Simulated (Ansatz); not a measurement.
```yaml
crystal:
  periodic: [false, false, false]
  atoms:
    - {symbol: C, position_ang: [0.073603, -2.911901, 0.344143]}
    - {symbol: O, position_ang: [0.466679, -1.382791, 0.270985]}
    - {symbol: In, position_ang: [-0.952292, 0.140871, -0.443717]}
    - {symbol: F, position_ang: [-2.848281, -0.618686, -1.193269]}
    - {symbol: O, position_ang: [-0.631568, 2.308643, -0.511504]}
    - {symbol: C, position_ang: [0.710294, 2.966407, 0.002028]}
    - {symbol: H, position_ang: [-0.561696, -3.297407, -0.632816]}
    - {symbol: H, position_ang: [1.110394, -3.563387, 0.401687]}
    - {symbol: H, position_ang: [-0.588258, -3.163218, 1.347508]}
    - {symbol: H, position_ang: [0.611039, 4.177417, -0.156312]}
    - {symbol: H, position_ang: [0.914343, 2.759051, 1.195333]}
    - {symbol: H, position_ang: [1.695741, 2.584990, -0.624055]}
basis:
  gaussian: {orbitals: x2c-TZVPPall}
hamiltonian: {xc: {name: wB97M-V}, dispersion: rvv10}
```

```sh
$ ansatz run in.yaml --threads 4 --pin off --events-out ev --progress --plain --max-ram 11315MiB
```

(1) How does Ansatz answer? (An estimate is asked.)

Answers

(1) Computed: The input was rejected before any iteration.
```
Error: invalid value for `hamiltonian.dispersion`: this functional's text states its nonlocal part
```
